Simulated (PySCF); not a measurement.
methoxycyclobutane (C5H10O), SMILES COC1CCC1.

Coordinates come from a B3LYP-D3(BJ)/def2-SVP optimisation. One conformer was computed; it need not be the lowest.

Computed with TDA-M06-2X/def2-SVPD run with PySCF.

Vertical excitations. 

| state | energy (eV) | λ (nm) | f | main pairs |
|---|---|---|---|---|
| S1 | 7.34 | 169 | 0.017 | HOMO→LUMO 83 % |
| S2 | 7.84 | 158 | 0.006 | HOMO→LUMO+1 63 %, HOMO→LUMO+2 12 %, HOMO→LUMO 11 % |
| S3 | 7.93 | 156 | 0.015 | HOMO→LUMO+2 68 %, HOMO→LUMO+1 18 % |
| S4 | 8.25 | 150 | 0.012 | HOMO→LUMO+3 78 % |
| S5 | 8.52 | 146 | 0.050 | HOMO−1→LUMO 56 %, HOMO→LUMO+4 16 % |
| S6 | 8.53 | 145 | 0.014 | HOMO→LUMO+4 39 %, HOMO−1→LUMO 20 %, HOMO→LUMO+5 12 % |
| T1 | 7.27 | 171 | 0 | HOMO→LUMO 72 % |
| T2 | 7.71 | 161 | 0 | HOMO→LUMO+1 39 %, HOMO→LUMO 21 %, HOMO→LUMO+2 16 %, HOMO→LUMO+6 7 % |
Triplets are in the Tamm–Dancoff approximation.
